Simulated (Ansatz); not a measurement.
`[ZnH][SiH]1N[SiH2]1` at its PBE0-D4/def2-TZVP geometry, where that method's forces vanish. The species carries charge 0 and has multiplicity 1.

```xyz
9

Zn   -1.0524    1.4526    1.9026
Si   -0.3655    0.7623   -0.2601
N    -0.4591   -0.9476   -0.6352
Si    1.2494   -0.7598   -0.6313
H    -1.4548    1.8590    3.3504
H    -0.7233    1.6596   -1.4045
H    -1.1624   -1.6391   -0.8248
H     2.0093   -1.4715    0.4324
H     1.9588   -0.9154   -1.9296
```

What forces (eV/Å) does ωB97M-V/def2-TZVPP give on these atoms in the Gaussian-basis code of Ansatz? (An estimate is asked.)

Ansatz gave: 
```
Zn1 -0.009  0.002  0.032
Si2 -0.008  0.129 -0.019
N3  -0.088 -0.087 -0.018
Si4  0.163 -0.024 -0.021
H5   0.037 -0.036 -0.144
H6   0.032 -0.097  0.131
H7   0.037  0.036  0.012
H8  -0.085  0.071 -0.128
H9  -0.079  0.008  0.155
```
